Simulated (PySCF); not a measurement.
Mo(O)2(OH) (HMoO3), SMILES [OH][Mo+](=[O])=[O], charge +1, multiplicity 1.

Geometry optimised at PBE-D3(BJ)/def2-SVP. The multiplicity is an assumed one; other spin states were not compared. The isomer is the one that the SMILES or the coordinates give; other isomers of the formula were not compared. The def2 effective core potentials stand for the cores of Mo; spin–orbit coupling is left out. Other conformers were not sampled.

All values below come from PySCF with PBE-D3(BJ)/def2-SVP.

Frequencies are harmonic and unscaled.

Computed harmonic wavenumbers and intensities:
```tsv
mode	ν (cm⁻¹)	IR (km/mol)	moving atoms (share of kinetic energy)
1	105	212.2	H 93 %
2	243	19.9	O 65 %, Mo 22 %, H 13 %
3	270	5.4	O 90 %, Mo 9 %
4	387	1.1	O 89 %, Mo 9 %
5	533	206.8	H 75 %, O 23 %
6	824	50.4	O 76 %, Mo 16 %, H 8 %
7	1014	102.3	O 82 %, Mo 18 %
8	1044	43.5	O 88 %, Mo 12 %
9	3643	647.4	H 94 %
```
